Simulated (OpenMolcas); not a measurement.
Computed levels of 5d³ in ions with 71 electrons, in cm-1 above ⁴F_3/2.

```json
{
 "Program": "OpenMolcas 26.06",
 "Method": "SS-CASPT2, IPEA 0.25 Eh, imaginary shift 0.1 Eh",
 "Basis": "ANO-RCC-VTZP",
 "Scalar Hamiltonian": "DKH2, point nucleus",
 "Spin-orbit coupling": "RASSI with atomic mean-field integrals over the reference wave functions, term energies averaged over their components"
}
```

Active space for each ion: 3 electrons in 10 orbitals (5d 6d); closed shells correlated by CASPT2: 5s 5p.

```tsv
Level	Re4+	Os5+	Pt7+
⁴F_5/2	4940	6530	10470
⁴F_7/2	9130	11670	17550
⁴P_1/2	14510	17180	22610
²G_7/2	19480	23410	32540
²H_9/2	20620	24710	34470
⁴P_5/2	21570	25640	34440
²P_1/2	23940	29340	40770
²H_11/2	28150	33240	44820
²D_5/2(1)	29690	35440	47930
```

Estimate ⁴F_7/2, ⁴P_1/2, ²G_7/2 for Ir6+ from its neighbours Os5+ and Pt7+.

⁴F_7/2 is fine structure, which grows about as the fourth power of a screened charge, so the fourth roots are averaged: ((11670^0.25 + 17550^0.25) / 2)^4 = 14386. The calculation gives 14590, so the estimate is off by -1.4 %.
⁴P_1/2 is another term, which grows about linearly with the charge: (17180 + 22610) / 2 = 19895. The calculation gives 19750, so the estimate is off by +0.7 %.
²G_7/2 is another term, which grows about linearly with the charge: (23410 + 32540) / 2 = 27975. The calculation gives 27840, so the estimate is off by +0.5 %.

Mixed levels, with the weight of the term that names them: Re4+ ⁴P_1/2 (63 %), Re4+ ²H_9/2 (55 %), Re4+ ²P_1/2 (63 %), Os5+ ⁴P_1/2 (66 %), Os5+ ²H_9/2 (56 %), Os5+ ²P_1/2 (66 %), Ir6+ ⁴P_1/2 (67 %), Ir6+ ²H_9/2 (55 %), Ir6+ ²P_1/2 (67 %), Pt7+ ⁴P_1/2 (67 %), Pt7+ ²G_7/2 (73 %), Pt7+ ²H_9/2 (53 %), Pt7+ ²P_1/2 (67 %).

Term energies are means over components that CASPT2 splits; among the terms shown or strongly mixed into the levels shown the widest spread is 530 cm-1 (5d³ ⁴F, Ir6+). Active for correlation alone: 6d; no level in the range computed is led by a configuration that fills it, so any true level of that kind is missing. Levels of configurations outside the active space are missing.

A number in round brackets counts repeated terms of one configuration in the order of the reference energies.
